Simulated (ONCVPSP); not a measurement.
# Pseudopotential generation for europium: ONCV, LDA (Perdew-Wang 92), scalar-relativistic.

```json
{"Element": "europium", "Generator": "ONCVPSP 4.0.1", "Type": "optimised norm-conserving Vanderbilt (ONCV)", "Functional": "LDA (Perdew-Wang 92)", "Relativity": "scalar-relativistic", "Frozen core": "[Kr] 4d10 4f6", "Valence charge": "11", "Reference configuration": "5s2 5p6 5d1 6s1 (charge +1)", "Partial waves": "5s+6s: rc 2.35 bohr, ncon 4, nbas 8, qcut 6.1 1/bohr, 2 projectors; 5p: rc 1.70 bohr, ncon 4, nbas 8, qcut 5.8 1/bohr, 3 projectors, debl 2.9 Ha; 5d: rc 3.05 bohr, ncon 5, nbas 9, qcut 5 1/bohr, 2 projectors, debl 3.4 Ha", "Local potential": "polynomial inside 1.50 bohr (lpopt 4, dvloc0 2 Ha)", "Core correction": "polynomial model core, fcfact 0.7"}
```

All-electron outer shells of the reference configuration (LDA (PZ), scalar-relativistic, ld1.x):

| shell | level (eV) | outermost node (bohr) | outermost maximum (bohr) |
| --- | --- | --- | --- |
| 5s | -54.71 | 0.67 | 1.21 |
| 5p | -33.07 | 0.72 | 1.38 |
| 4f | -14.93 | – | 0.58 |
| 6s | -9.42 | 1.62 | 3.22 |
| 5d | -8.70 | 0.81 | 1.95 |

Calculated quality:

| Item | Value |
| --- | --- |
| Cutoffs needed | 16 Ha and 48 Ha (the cutoffs (Ha) at which the residual kinetic energy of the hardest occupied pseudo-wave falls to 1 and 0.1 mHa per electron) |
| Ghost test | no bound ghost flagged; no localised positive-energy state flagged |
| Largest excitation error | -99 meV (all-electron minus pseudo) for 5s2 5p6 5d0 6s0, out of 4 test configurations |
| rms error of d²Exc/dni dnj | 5.97 mHa without and 0.81 mHa with the model core |

Generation and tests took about 5.4 s on one core of a shared server CPU.
